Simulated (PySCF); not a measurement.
# Reading the logs of faulty runs: AlB2H3N cation

All numbers below are calculated, not measured. They come from PySCF 2.14.0, an open-source quantum chemistry program, on an isolated molecule that a program drew, which may never have been made. The molecule is AlB2H3N cation (charge +1, singlet), drawn as the SMILES string `[BH+]N=[B][AlH2]`.

Each row is a Hartree-Fock (HF) and frozen-core CCSD(T) single point in the cc-pV(D+d)Z basis, meant for a local HF minimum. Run 1 is clean. Each other run has one planted mistake out of seven kinds, and not every kind appears here: one electron removed, one electron added, multiplicity raised by two, geometry at a saddle point, minimal basis STO-3G, one bond length entered in bohr, all coordinates scaled. The reference is restricted for singlets and unrestricted otherwise, and also for a bond in bohr. Adding or removing an electron swaps singlet and doublet. Electrons count all cores. HOMO and LUMO are orbital energies over both spins, the gradient is its largest component, and the lowest frequency (negative if imaginary) is given only where the gradient is small. Bond lengths are over the 6 bonds as drawn. T1 is the CCSD diagnostic: over 0.02 (restricted) or 0.045 (unrestricted) a single reference is doubtful.

Geometry of the clean run:
```xyz
7
AlB2H3N cation, angstrom
B    -0.6132   -2.5450   -1.4702
N    -0.1069   -1.3971   -1.2234
B     0.4095   -0.2271   -0.9724
Al    1.2886    1.7636   -0.5450
H    -1.0756   -3.5938   -1.6957
H     1.1171    2.7610   -1.7270
H     1.9353    1.8427    0.8681
```

| run | electrons | basis functions | <S^2> | HOMO (eV) | LUMO (eV) | gradient (hartree/bohr) | lowest frequency (cm^-1) | mean bond (Å) | longest bond (Å) | T1 | HF (hartree) | CCSD(T) (hartree) | mistake |
|---|---|---|---|---|---|---|---|---|---|---|---|---|---|
| 1 | 32 | 80 | 0.000 | -16.36 | -4.49 | 9.4e-06 | 104 | 1.5133 | 2.218 | 0.0148 | -347.27262 | -347.66082 | no fault |
| 2 | 33 | 80 | 0.805 | -5.82 | 1.25 | 6.8e-02 | - | 1.5133 | 2.218 | 0.0213 | -347.45931 | -347.87245 | one electron added |
| 3 | 32 | 80 | 1.014 | -15.37 | -5.48 | 1.9e-02 | - | 1.7029 | 2.416 | 0.0247 | -346.99629 | -347.35685 | one bond length entered in bohr |
| 4 | 32 | 80 | 2.038 | -12.86 | -7.36 | 2.3e-02 | - | 1.5133 | 2.218 | 0.0290 | -347.12652 | -347.50566 | multiplicity raised by two |
| 5 | 32 | 27 | 0.000 | -14.66 | -0.90 | 3.7e-02 | - | 1.5133 | 2.218 | 0.0174 | -343.10156 | -343.30549 | ? |
| 6 | 32 | 80 | 0.000 | -16.84 | -4.63 | 1.5e-01 | - | 1.3802 | 2.023 | 0.0122 | -347.20102 | -347.57749 | ? |

**Which mistake was planted in run 5, and what did it cost?**

It has 27 basis functions where the clean run has 80, with the same electrons and geometry. So the mistake is: minimal basis STO-3G. Subtracting run 1 and multiplying by 627.51 kcal/mol a hartree, the energy moved by 2617.4 kcal/mol in HF and 2733.0 kcal/mol in CCSD(T).

**Which mistake was planted in run 6, and what did it cost?**

The mean and the longest bond both change by the same factor, 0.912, and the gradient is no longer small. So the mistake is: all coordinates scaled. Subtracting run 1 and multiplying by 627.51 kcal/mol a hartree, the energy moved by 44.9 kcal/mol in HF and 52.3 kcal/mol in CCSD(T).

